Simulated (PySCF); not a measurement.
# How methods differ on the interval between two levels of Ga³⁺

Ga³⁺ [Ar] 3d10 → Ga³⁺ [Ar] 3d9 4s1 [3D3, M_J = 3], as a difference of total energies. Calculation: PySCF 2.14, in x2c-TZVPall-2c with one added diffuse shell each of s, p, d type (7s8p5d1f, 63 functions); the two-component X2C-1e Hamiltonian. Correlated levels: [Ne] frozen. "Screened" scales the spin-orbit matrix elements by Boettger's factors to mimic the two-electron term; Breit and QED terms are absent.

```tsv
method	interval between two levels (cm⁻¹)
GHF (spin-free)	140690
GMP2 (spin-free)	154230
GHF (screened spin-orbit)	139190
GMP2 (screened spin-orbit)	152730
```

The labels give the starting determinants; with spin-orbit coupling the two ends relaxed to ⟨J²⟩ = 0.00, ⟨L²⟩ = 0.00, ⟨S²⟩ = 0.00 and ⟨J²⟩ = 12.00, ⟨L²⟩ = 6.00, ⟨S²⟩ = 2.00.
